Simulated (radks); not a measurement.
Results of a calculation; reference values are marked as such.
Ti XV, configuration [He] 2s2 2p4 (the NIST ground configuration). Level of theory: scalar-relativistic Kohn-Sham, r2SCAN, spin-unpolarised, spherical densities, finite nucleus; meta-GGA in the generalised Kohn-Sham scheme; Fermi nuclear charge, rms radius 3.5921 fm (a radial shooting solver on a logarithmic mesh with Libxc functionals). Some entries of the table are withheld. Estimate them.

orbital  occ.  eigenvalue (hartree)  <1/r> (bohr^-1)
1s          2             -199.4930              (1)
2s          2                   (2)              (3)
2p          4             -33.61496              (4)
3s          0             -13.55786              (5)
3p          0                   (6)            1.829

Answer. 
(1) 1s <1/r> (bohr^-1): 21.84
(2) 2s eigenvalue (hartree): -36.66295
(3) 2s <1/r> (bohr^-1): 4.799
(4) 2p <1/r> (bohr^-1): 4.696
(5) 3s <1/r> (bohr^-1): 1.878
(6) 3p eigenvalue (hartree): -12.66482
